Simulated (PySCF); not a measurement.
# Cost of excited-state runs on `C=C(C=O)[SiH](N)N`, C3H8N2OSi

Geometry (Å), atoms numbered from 1 in this order:
```xyz
15

C    -1.1303    1.7002   -0.0857
C    -0.6654    0.5339   -0.5309
C    -1.4372   -0.2039   -1.5247
O    -1.1710   -1.3233   -1.8918
Si    0.9131   -0.3707    0.0320
N     1.4864    0.5265    1.3936
N     0.6903   -1.9631    0.6477
H    -0.6092    2.2663    0.6673
H    -2.0579    2.1240   -0.4477
H    -2.3198    0.3302   -1.9367
H     1.8013   -0.5001   -1.1280
H     1.7289    1.4927    1.2508
H     2.2074    0.0834    1.9391
H     0.2574   -2.6226    0.0209
H     0.3018   -2.0655    1.5723
```

PySCF with density fitting, on 1 thread of an Arm Neoverse V1, shared host. Command: `OMP_NUM_THREADS=1 python excited_run.py task.json out`

(1) How long does this run take, and how much memory?
- magnetisability and related constants, HF/pcSseg-1; isotopologues; writes grids

## Answers

(1) 
```tsv
run	level	basis functions	wall time	peak memory (GiB)
magnetisability and related constants	HF/pcSseg-1	166	18 s	0.8
```
Times from a shared host are rough.
